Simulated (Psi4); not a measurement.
A dimer, CH4 ··· C3H6 (SMILES C and C1CC1); the first 5 atoms form monomer A.

```
14

C      0.0000     0.0000     0.0000
H     -0.7229    -0.0529    -0.8130
H      0.4033     1.0098     0.0621
H     -0.4904    -0.2535     0.9389
H      0.8099    -0.7035    -0.1881
C      2.0708     0.8296     3.0315
C      3.2278     0.2083     3.7634
C      1.8255     0.0105     4.2681
H      1.9436     1.9016     3.0980
H      1.7869     0.4074     2.0771
H      3.7266    -0.6343     3.3042
H      3.8833     0.8600     4.3251
H      1.3756    -0.9660     4.1502
H      1.5323     0.5283     5.1712
```

### Question
What interaction energy does SAPT0/jun-cc-pVDZ, frozen core run with Psi4 1.11 give, and which attractive term is the largest?

### Answer
Total -0.40 kJ/mol: electrostatics -1.81, exchange 5.65, induction -0.47, dispersion -3.77. The most attractive term is dispersion.
